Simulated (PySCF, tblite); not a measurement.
Species: 3-cyanothiophene, C5H3NS.
SMILES with atom numbers: `[N:1]#[C:2][c:3]1[cH:4][cH:5][s:6][cH:7]1` (hydrogens: H8 on C4; H9 on C5; H10 on C7)

Computed with GFN2-xTB (tblite), gas phase: Langevin dynamics at 200 K from the optimised GFN2-xTB geometry, time step 0.5 fs, friction 0.01 fs⁻¹, 2000 steps. Over the second half of the run the saved frames average 229 K.

Frame at 250 fs, instantaneous temperature 146 K:
```
atom  x, y, z in Å
N1     -3.199   -0.513   -0.191
C2     -2.076   -0.399   -0.004
C3     -0.707   -0.117    0.112
C4      0.384   -1.052    0.146
C5      1.540   -0.382    0.133
S6      1.393    1.322    0.005
C7     -0.303    1.192    0.110
H8      0.285   -2.101    0.342
H9      2.518   -0.787    0.088
H10    -0.989    2.042    0.150
```

Frame at 425 fs, instantaneous temperature 63 K:
```
atom  x, y, z in Å
N1     -3.263   -0.528    0.011
C2     -2.125   -0.361   -0.074
C3     -0.757   -0.099    0.036
C4      0.164   -1.124    0.366
C5      1.434   -0.714    0.209
S6      1.543    0.946   -0.242
C7     -0.169    1.115   -0.223
H8     -0.058   -2.146    0.484
H9      2.412   -1.173    0.292
H10    -0.694    1.985   -0.529
```

Frame at 625 fs, instantaneous temperature 233 K:
```
atom  x, y, z in Å
N1     -3.291   -0.645    0.036
C2     -2.176   -0.437    0.193
C3     -0.787   -0.197    0.214
C4      0.168   -1.270    0.298
C5      1.451   -0.863    0.144
S6      1.640    0.864    0.143
C7     -0.095    1.053    0.173
H8     -0.194   -2.264    0.476
H9      2.405   -1.358    0.277
H10    -0.460    2.015    0.040
```

Frame at 800 fs, instantaneous temperature 211 K:
```
atom  x, y, z in Å
N1     -3.198   -0.759   -0.149
C2     -2.175   -0.292    0.106
C3     -0.857    0.096    0.364
C4      0.178   -0.865    0.453
C5      1.389   -0.298    0.526
S6      1.297    1.426    0.593
C7     -0.407    1.384    0.415
H8      0.111   -1.932    0.386
H9      2.379   -0.658    0.746
H10    -0.943    2.317    0.470
```

Frame at 1000 fs, instantaneous temperature 293 K:
```
atom  x, y, z in Å
N1     -3.507   -0.326   -0.411
C2     -2.437    0.081   -0.265
C3     -1.106    0.379    0.162
C4     -0.143   -0.648    0.284
C5      1.021   -0.137    0.744
S6      0.953    1.484    1.222
C7     -0.737    1.605    0.734
H8     -0.238   -1.629   -0.132
H9      1.971   -0.600    0.792
H10    -1.239    2.560    0.876
```

**Question.** What do single points at PBE0/pcSseg-1 (PySCF, gas phase) give on these frames?

**Answer.** 
| t (fs) | GFN2-xTB E above start (eV) | DFT E above lowest frame (eV) | HOMO (eV) | LUMO (eV) | dipole (D) |
| --- | --- | --- | --- | --- | --- |
| 250 | 0.15 | 0.00 | -7.64 | -1.49 | 4.25 |
| 425 | 0.20 | 0.05 | -7.66 | -1.62 | 4.22 |
| 625 | 0.31 | 0.19 | -7.58 | -1.82 | 4.24 |
| 800 | 0.15 | 0.01 | -7.70 | -1.56 | 4.26 |
| 1000 | 0.27 | 0.10 | -7.62 | -1.64 | 4.20 |

Both levels order the frames alike by energy; measured from each level's lowest frame they differ by 0.03 eV at most. The HOMO–LUMO gap runs from 5.76 to 6.15 eV. These are instantaneous structures, not minima.

**Question.** And the isotropic GIAO shieldings (ppm) from the same runs?

**Answer.** 
```csv
atom,250 fs,425 fs,625 fs,800 fs,1000 fs,mean,range
N1,-49.8,-56.3,-57.3,-53.8,-55.1,-54.5,7.5
C2,67.1,65.2,68.3,65.8,64.8,66.2,3.5
C3,67.5,68.5,61.6,75.2,66.8,67.9,13.6
C4,56.8,56.4,49.4,54.1,54.6,54.3,7.4
C5,53.1,49.0,52.4,49.9,51.3,51.1,4.1
S6,276.5,238.5,226.9,234.4,235.2,242.3,49.6
C7,37.6,40.2,26.6,42.4,34.0,36.2,15.8
H8,24.4,24.7,24.2,24.2,24.3,24.4,0.5
H9,24.9,24.1,24.4,24.3,24.8,24.5,0.8
H10,23.4,23.9,24.1,23.9,23.1,23.7,1.0
```

The cost below is that of the whole dynamics run. Hardware: one thread of an Intel Xeon at 2.60 GHz, shared host with 96 logical CPUs at a one-minute load of 14. Cost: 9.5 s wall, 0.18 GiB resident at most.
